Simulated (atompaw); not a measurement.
**erbium: PAW (atompaw) pseudisation with PBE, scalar-relativistic reference atom.**

atompaw 4.2.0.5 input, output lines left out:

```
Er 68
GGA-PBE scalarrelativistic loggrid 2001 logderivrange -6 5 276
6 6 5 4 0 0
6 1 0
5 2 1
4 3 11
0 0 0
c
c
c
c
v
v
c
c
c
v
v
c
c
v
c
3
3.00 2.80 2.40 2.60
n
n
y
1.1
n
y
0.45
y
1.8
n
bloechl sinc
bessel
```

Q: Does the generator finish with these settings?

A: Yes, a potential is produced.

Q: Estimate the cutoffs (Ry, on a coarse ladder) from which the occupation-weighted sum of valence levels, in a spherical-Bessel basis at the reference potential, stays within 10 and 1 mRy of its value at 400 Ry.

A: 18 Ry and 25 Ry.

Q: Does the potential have ghost states?

A: No extra level below or beside the all-electron valence levels (s, p, d, f tested). The logarithmic derivative shows an extra or strongly shifted pseudo pole above the reference energy (f near 1.02 Ry).

Q: Is the overlap operator S = 1 + Σ q|β⟩⟨β| positive definite (Bessel basis up to 400 Ry)?

A: Yes: its lowest eigenvalue is 0.13 (f channel).
